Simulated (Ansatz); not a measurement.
## Abstraction of H: C2H3FSn + CH5O2Sn → C2H2FSn + CH6O2Sn

Species: C2H3FSn `C#[C][SnH2][F]`, singlet; CH5O2Sn `C[O][SnH][OH]`, doublet; C2H2FSn `C#[C][SnH][F]`, doublet; CH6O2Sn `C[O][SnH2][OH]`, singlet. A radical takes H: the energy is the difference in strength between two Sn–H bonds in different surroundings.

Shapes, held fixed at every level: PBE0-D4/def2-TZVP. Flexible molecules stand in one conformer, not always the lowest. Programs: Ansatz 0.2.0. Electronic energies: no zero-point or thermal term.

| level | kind | ΔE (kJ/mol) | less CCSD(T)/def2-TZVPP | CPU time (sum over the molecules) |
| --- | --- | --- | --- | --- |
| HF/def2-TZVPP | Hartree–Fock | +3.7 | -10.4 | – |
| PBE-D4/def2-TZVPP | GGA | +23.2 | +9.1 | 28 s |
| r2SCAN-D4/def2-TZVPP | meta-GGA | +19.7 | +5.6 | 57 s |
| B3LYP-D4/def2-TZVPP | global hybrid | +20.2 | +6.1 | 48 s |
| wB97M-V/def2-TZVPP | range-separated hybrid | +15.3 | +1.2 | 2 min |
| B2PLYP/def2-TZVPP | double hybrid | +17.9 | +3.8 | 69 s |
| CCSD/def2-TZVPP | coupled cluster or CI | +12.3 | -1.8 | – |
| CCSD(T)/def2-TZVPP | coupled cluster or CI | +14.1 | 0.0 | 12 min |

The highest level, CCSD(T)/def2-TZVPP, gives ΔE = +14.1 kJ/mol; the levels span +3.7 to +23.2. The column of differences is taken from that level and isn't an error. No measured value is set beside it here. Open shells run unrestricted. For atoms past krypton def2 sets carry core potentials with scalar relativity. Outer-core shells of Sn are correlated, in sets that cover them unevenly. Times are processor times on shared x86 and Arm servers, and rough.
